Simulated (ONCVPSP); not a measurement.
What one change does to a pseudopotential (Ti, ONCV)

| Quantity | Value |
| --- | --- |
| Element | titanium (Ti) |
| Generator | ONCVPSP 4.0.1 |
| Type | optimised norm-conserving Vanderbilt (ONCV) |
| Functional | PBEsol |
| Relativity | scalar-relativistic |
| Frozen core | [Ne] |
| Valence charge | 12 |
| Reference configuration | 3s2 3p6 3d2 4s2 |
| Partial waves | 3s+4s: rc 2.00 bohr, ncon 4, nbas 8, qcut 6.3 1/bohr, 2 projectors; 3p: rc 1.35 bohr, ncon 4, nbas 9, qcut 8.3 1/bohr, 2 projectors, debl 1.9 Ha; 3d: rc 1.35 bohr, ncon 4, nbas 8, qcut 13.9 1/bohr, local |
| Local potential | the d channel |
| Core correction | polynomial model core, fcfact 0.55 |

Change: d: nproj 1; local potential polynomial inside 1.10 bohr (lpopt 5, dvloc0 0 Ha).

Cutoffs: the cutoffs (Ha) at which the residual kinetic energy of the hardest occupied pseudo-wave falls to 1 and 0.1 mHa per electron; they do not see the model core or the augmentation charge, which bear on the density cutoff. Errors are all-electron minus pseudo energies relative to the spin-unpolarised reference configuration.

Task: How do hardness, ghosts and transferability respond?

Result: The potential gets neither clearly harder nor softer (56 Ha and 67 Ha → 56 Ha and 67 Ha); of the 4 tests that both files solve, the error grows in 0 and shrinks in 1 by more than 15 % and 0.3 meV (median size 1.8 → 1.6 meV); the range in which the s phases agree widens (upper end 3.1 → 4.2); neither file shows a bound ghost.

```csv
quantity,base,changed
"cutoff, loose",56 Ha,56 Ha
"cutoff, tight",67 Ha,67 Ha
bound ghosts,none,none
GHOST(+) flags under 300 eV,s at 97.9 eV,none
"error for 3s2 3p6 3d2 4s1, meV [ΔE 7.36 eV]",-0.6,-0.6
"error for 3s2 3p6 3d2 4s0, meV [ΔE 20.83 eV]",-2.5,-2.4
"error for 3s2 3p6 3d1 4s0, meV [ΔE 47.73 eV]",-1.1,+0.7
"error for 3s1 3p6 3d2 4s2, meV [ΔE 69.47 eV]",-310,-305
s: phases at 2.03 bohr within 0.05 rad from the reference energy up to (Ha; the scan ends near 5),3.1,4.2
p: phases at 1.37 bohr within 0.05 rad from the reference energy up to (Ha; the scan ends near 5),4.0,to the end of the scan
d: phases at 1.37 bohr within 0.05 rad from the reference energy up to (Ha; the scan ends near 5),2.8,3.2
"rms error of d²Exc/dni dnj with the model core, mHa",1.24,1.24
```
